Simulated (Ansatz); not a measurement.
Relaxation of CH3BF2S (8 atoms, charge 0, multiplicity 1), to a largest force component of 0.015 eV/Å in at most 40 steps.

Level of theory: Ansatz, RKS B3LYP/def2-SVP.

```xyz
8
Properties=species:S:1:pos:R:3
C -0.772 -0.030 0.908
S 0.972 -0.274 0.841
B 1.059 -0.057 -1.043
F 1.177 1.242 -1.612
F 0.850 -1.189 -1.914
H -1.060 1.045 0.512
H -1.138 -0.057 1.952
H -1.312 -0.735 0.286
```

Q: Where does it end, and by what steps?

A: The forces met the threshold. After 22 steps the energy has fallen by 1.266 eV; F5 moved furthest, 1.30 Å.

```tsv
step	energy less start (eV)	largest force component (eV/Å)	accepted
0	0.0000	3.719	yes
1	-0.3245	2.993	yes
2	-0.3633	3.572	yes
3	-0.7351	0.610	yes
4	-0.8186	0.320	yes
5	-0.8799	0.789	yes
6	-0.9465	1.161	yes
7	-1.0789	0.654	yes
8	-1.1851	0.545	yes
9	-1.2109	0.433	yes
10	-1.2608	0.173	yes
11	-1.2609	0.167	yes
12	-1.2641	0.051	yes
13	-1.2653	0.027	yes
14	-1.2606	0.279	no
15	-1.2655	0.064	yes
16	-1.2648	0.174	no
17	-1.2660	0.053	yes
18	-1.2663	0.034	yes
19	-1.2663	0.032	yes
20	-1.2664	0.020	yes
21	-1.2665	0.026	yes
22	-1.2665	0.007	yes
```

```xyz
8
Properties=species:S:1:pos:R:3
C -0.819 0.137 0.956
S 0.722 -0.774 0.546
B 1.004 -0.244 -1.153
F 0.192 0.601 -1.774
F 2.052 -0.704 -1.817
H -0.666 1.221 0.878
H -1.065 -0.120 1.994
H -1.644 -0.172 0.301
```

Whether the end is a true minimum wasn't checked by a vibrational analysis.

The run took 73 s on 1 thread of Arm Neoverse V2, on a shared host, peak memory 0.17 GiB.
